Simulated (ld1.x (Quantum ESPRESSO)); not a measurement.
## Pseudopotential generation for chromium (Cr): ultrasoft, PBEsol, scalar-relativistic.

* Element: chromium (Cr)
* Generator: ld1.x (Quantum ESPRESSO) 7.5
* Type: ultrasoft
* Functional: PBEsol
* Relativity: scalar-relativistic
* Frozen core: [Ne]
* Valence charge: 14
* Reference configuration: 3s2 3p6 3d4 4s2 4p0
* Partial waves: 3s (bound): rcut 1.20, rcutus 1.55 bohr; 4s (bound): rcut 1.20, rcutus 1.55 bohr; 3p (bound): rcut 1.45, rcutus 1.65 bohr; 4p (bound, empty): rcut 1.45, rcutus 1.65 bohr; 3d (bound): rcut 0.90, rcutus 1.25 bohr; 3d channel at 1.4 Ry: rcut 0.90, rcutus 1.25 bohr
* Local potential: all-electron potential smoothed inside 1.50 bohr (lloc = -2)
* Core correction: none
* Augmentation charge: PSQ, inside the norm-conserving radii

All-electron outer shells of the reference configuration (PBEsol, scalar-relativistic, ld1.x):

```csv
shell,level (eV),outermost node (bohr),outermost maximum (bohr)
2s,-670.81,0.09,0.24
2p,-564.71,–,0.20
3s,-77.75,0.36,0.78
3p,-49.17,0.33,0.80
3d,-6.02,–,0.82
4s,-4.93,1.11,2.61
4p,-1.39,1.23,3.48
```

Task: Does the generator finish with these settings?

Result: Yes, a potential is produced and its reference levels are reproduced.

Task: Estimate the cutoffs (Ry, on a coarse ladder) from which the occupation-weighted sum of valence levels, in a spherical-Bessel basis at the reference potential, stays within 10 and 1 mRy of its value at 400 Ry.

Result: 70 Ry and 110 Ry.

Task: Does the potential have ghost states?

Result: No extra level below or beside the all-electron valence levels (s, p, d, f tested).

Task: Is the overlap operator S = 1 + Σ q|β⟩⟨β| positive definite (Bessel basis up to 400 Ry)?

Result: Yes: its lowest eigenvalue is 0.10 (s channel).

Task: Which valence shell sets the plane-wave cutoff?

Result: 3d: its level needs 70 Ry to come within 1 mRy, against 40 Ry for 4s.

Task: Tests: 3s2 3p6 3d5 4s1 4p0; 3s2 3p6 3d5 4s0 4p0; 3s2 3p6 3d4 4s0 4p0; 3s2 3p6 3d2 4s0 4p0; 3s2 3p6 3d5 4s0.5 4p0; 3s1 3p6 3d5 4s1 4p0; 3s2 3p6 3d5.5 4s0.5 4p0. Which has the largest error in its energy relative to the reference configuration, and how large is it?

Result: 3s2 3p6 3d2 4s0 4p0, with +13 meV (all-electron minus pseudo) on +102.00 eV.
